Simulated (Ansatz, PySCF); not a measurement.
Potential energy curve for SeNa (cation, charge +1), lowest triplet found (which spin is the ground state isn't settled by this scan).

Computed with: ROCCSDT(Q) = CCSDT(Q)/B on ROHF/aug-cc-pVDZ, cores with 3d frozen in Ansatz (a first-principles code); ROHF/aug-cc-pVDZ (Ansatz); UKS-B3LYP/6-31G* = unrestricted B3LYP/6-31G*, spherical d in PySCF; UCCSD = CCSD on UHF/aug-cc-pVDZ, cores with 3d frozen (Ansatz); UMP2/6-31G* = unrestricted MP2 (frozen core)/6-31G*, spherical d (PySCF 2.14.0).

Energies are in kcal/mol, each relative to the lowest point of its own curve between 2.47 and 3.60 Å, where full CI is lowest.

```csv
R / Å,ROCCSDT(Q),ROHF,UKS-B3LYP/6-31G*,UCCSD,UMP2/6-31G*
2.06,61.1,59.9,52.0,61.0,56.6
2.25,29.9,28.8,24.3,29.8,27.1
2.39,16.7,15.7,13.0,16.6,14.7
2.47,11.6,10.7,8.6,11.5,10.0
2.58,6.6,5.9,4.5,6.5,5.4
2.73,2.6,2.2,1.4,2.5,1.8
2.82,1.2,0.9,0.5,1.2,0.7
2.86,0.8,0.6,0.2,0.8,0.4
3.00,0.1,0.0,0.0,0.1,0.0
3.07,0.0,0.0,0.1,0.0,0.1
3.21,0.3,0.4,0.8,0.3,0.6
3.39,1.1,1.3,2.0,1.1,1.8
3.60,2.4,2.6,3.6,2.4,3.4
3.85,4.0,4.2,5.6,4.0,5.2
4.18,6.0,6.0,7.8,6.0,7.3
4.60,7.9,7.8,9.9,7.9,9.3
5.08,9.4,9.2,11.4,9.4,10.7
5.64,10.5,10.2,12.6,10.5,11.7
6.24,11.2,10.9,13.3,11.2,12.4
7.20,11.9,11.5,13.9,11.8,13.0
8.33,12.3,11.9,14.3,12.2,13.3
9.74,12.5,12.2,14.5,12.4,13.6
```

At the longest distance, 9.74 Å, UKS-B3LYP/6-31G* lies highest above its minimum (14.5 kcal/mol) and ROHF lowest (12.2 kcal/mol).
